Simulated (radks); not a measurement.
Spherical quantum dot in the effective-mass picture: electrons in a parabolic well V = omega^2 r^2 / 2 with omega = 0.391, all in effective atomic units (hartree* = m*/eps^2 hartree, bohr* = eps/m* bohr), one dielectric constant everywhere. Method: non-relativistic Kohn-Sham, PBEsol, spin-polarised, spherical densities; computed with a radial shooting solver with Libxc functionals. Levels are named by radial order and angular momentum (1s, 1p, 1d, 2s, ...), and open shells are averaged over m.

N = 7, configuration 1s2 1p(up 3, down 2). This is the lowest configuration that the search found. Occupied and some empty levels:

| level | occupation | eigenvalue (hartree*) | <r> (bohr*) |
|---|---|---|---|
| 1s up | 1 | 2.6706 | 2.482 |
| 1s down | 1 | 2.6873 | 2.470 |
| 1p up | 3 | 2.8807 | 3.040 |
| 1p down | 2 | 2.8993 | 3.042 |
| 1d up | 0 | 3.1282 | 3.454 |
| 1d down | 0 | 3.1463 | 3.462 |
| 2s up | 0 | 3.2050 | 3.011 |
| 2s down | 0 | 3.2168 | 3.017 |
| 1f up | 0 | 3.4034 | 3.802 |
| 1f down | 0 | 3.4202 | 3.813 |

Energy (hartree*): total 12.6975, kinetic 1.9093, external 4.9164, Hartree 7.6286, exchange-correlation -1.7567.

Electron density:

| r (bohr*) | n(r) (e/bohr*^3) |
|---|---|
| 0.121 | 0.02784 |
| 0.426 | 0.02923 |
| 0.731 | 0.03184 |
| 1.03 | 0.03501 |
| 1.34 | 0.03791 |
| 1.65 | 0.03970 |
| 1.95 | 0.03972 |
| 2.25 | 0.03764 |
| 2.56 | 0.03358 |
| 2.86 | 0.02803 |
| 3.17 | 0.02175 |
| 3.47 | 0.01561 |
| 3.78 | 0.01032 |
| 4.08 | 0.006235 |
| 4.39 | 0.003450 |
| 4.69 | 0.001761 |
| 5.00 | 0.0008271 |
| 5.30 | 0.0003587 |
| 5.61 | 0.0001436 |
| 5.91 | 0.00005266 |
